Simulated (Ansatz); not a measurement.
Input file for Ansatz (an electronic-structure program): R-PBE/def2-TZVPPD on H2 (SMILES [H][H]) with ghost functions, monomers drawn apart or pushed together. Files ending in .json are basis or fitting sets from the Basis Set Exchange.

Ansatz 0.2 input:
```yaml
crystal:
  periodic: [false, false, false]
  atoms:
    - {symbol: H, position_ang: [-0.31464169, -0.21504588, 0.47386967]}
    - {symbol: H, position_ang: [0.00558872, -0.00639791, -0.16753557]}
basis:
  gaussian:
    orbitals: def2-TZVPPD.json
    ghost_atoms:
      - {symbol: N, position_ang: [0.95911379, 0.68298091, 3.04528787]}
      - {symbol: C, position_ang: [-0.11553749, -0.02997567, 3.46154950]}
      - {symbol: O, position_ang: [-0.90695274, -0.58268393, 2.73125618]}
      - {symbol: H, position_ang: [1.13912905, 0.77922482, 2.05898410]}
      - {symbol: H, position_ang: [1.58007736, 1.11983619, 3.70286596]}
      - {symbol: H, position_ang: [-0.20171059, -0.05883535, 4.56309816]}
hamiltonian:
  xc: {name: PBE}
scf: {lower_state_search: off}
```

The head of its log:

```
WARN ansatz: RAYON_NUM_THREADS=1 ignored (pool sized by the plan → 1); use --threads N
Functional definition: PBE
these checks for a lower state are left out or cut short: stability, starts, cluster_reference, orbital_swaps, neighbouring_geometries, increment
integrals: 0.07 GiB planned
789 factors; their error is unknown
mean field: 0.69 GiB planned
mean field evaluation 1: about -31.4095 eV, gradient 9.4e0 eV
mean field evaluation 2: about -31.6964 eV, gradient 3.2e0 eV
```

### Question
What total energy does the run end on?

### Answer
-1.1662 hartree.
